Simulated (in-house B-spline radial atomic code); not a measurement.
The numbers below are computed, except where a source is named.
# Mg in an electron gas of r_s = 2: phase shifts, screening, friction and resistivity

A nucleus sits in a uniform electron gas with a rigid positive background. The Kohn-Sham equations are solved self-consistently in the spin-unpolarised LDA (PW92), non-relativistic, on B-splines with outgoing waves at the boundary and partial waves to l = 8. The model has no lattice, no bands and no magnetic solution. Atomic units; δ_l are the phase shifts at the Fermi level, counted so that each bound state adds π, and good to about 0.0005.

The density parameter is r_s = 2 bohr, near that of the valence electrons of Si (4 per atom, density 2.33 g/cm³, mass 28.09 u, which gives r_s = 2.01).

```
l  δ_l (rad)
0     6.2053
1     3.5956
2     0.2997
3     0.0394
4     0.0069
5     0.0014
6     0.0003
7     0.0000
8     0.0000
```

Bound levels below the band bottom (hartree): s -45.52, s -2.517, p -1.33.

Task: Check the Friedel sum rule, and say where the screening charge sits.

Result: k_F = (9π/4)^(1/3)/r_s = 0.95958. The rule is Z = (2/π) Σ (2l + 1) δ_l. The terms are s 3.950, p 6.867, d 0.954, f 0.176 and 0.052 beyond, in all 11.999 against Z = 12. Bound states hold 4 s, 6 p, 0 d electrons, so the scattering states carry 2.00 in all.

Task: Find the transport cross section and the electronic stopping of a 5 keV Mg ion (mass 24.3 u).

Result: σ_tr = (4π/k_F²) Σ (l + 1) sin²(δ_l − δ_(l+1)). The terms for l = 0 to 3 are 0.2572, 0.0472, 0.1987, 0.0042, all together 0.5076, so σ_tr = 13.647 × 0.5076 = 6.927 bohr². With n = 3/(4π r_s³) = 0.02984, the friction coefficient is Q = n k_F σ_tr = 0.1984. For v well below v_F = 0.960, dE/dx = Q v; with 24801 eV per u at v = 1, v = √(5000/(24801 × 24.3)) = 0.0911, so dE/dx = 0.01807 hartree/bohr = 9.29 eV/nm. The largest term couples the s and p waves.

Task: What residual resistivity would 1 atomic per cent of such centres give in a metal of this density?

Result: Δρ = k_F n_i σ_tr/n in atomic units of 21.74 μΩ·cm. With one host atom per 4 electrons, n_i/n = 0.01/4, so Δρ = 0.9596 × 0.00250 × 6.927 × 21.74 = 0.36 μΩ·cm. This is an atom added to the gas, as on an interstitial site.
